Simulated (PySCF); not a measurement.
# Pt(2+): excitation energy

Pt(2+) [Xe] 4f14 5d8 (3F) → Pt(2+) [Xe] 4f14 5d7 6p1 (high-spin determinant), as a difference of total energies. Calculation: PySCF 2.14, in def2-TZVPPD with the def2 core potential (60 electrons) (6s5p3d2f1g, 59 functions); scalar relativity through the core potential. Correlated levels: valence: 5s2 5p6 frozen; valence and next inner shell: nothing frozen outside the core potential. The calculations carry no spin-orbit coupling.

| method | excitation energy (eV) |
| --- | --- |
| UHF | 11.308 |
| LDA | 11.920 |
| PBE | 11.806 |
| PBE0 | 11.921 |
| r2SCAN | 11.828 |
| BP86 | 11.870 |
| M06-L | 12.147 |
| HSE06 | 11.899 |
| LC-wPBE | 12.047 |
| MP2 (valence) | 12.168 |
| SCS-MP2 (valence) | 12.407 |
| MP2 (valence and next inner shell) | 11.990 |
| SCS-MP2 (valence and next inner shell) | 12.109 |

Q: How much does correlation contribute at MP2 (valence and next inner shell)?

A: 11.990 − (11.308) = 0.682 eV, measured against UHF.

The determinant of the upper state mixes LS terms, which raises its energy above the lowest term, most at the Hartree-Fock and MP2 levels.
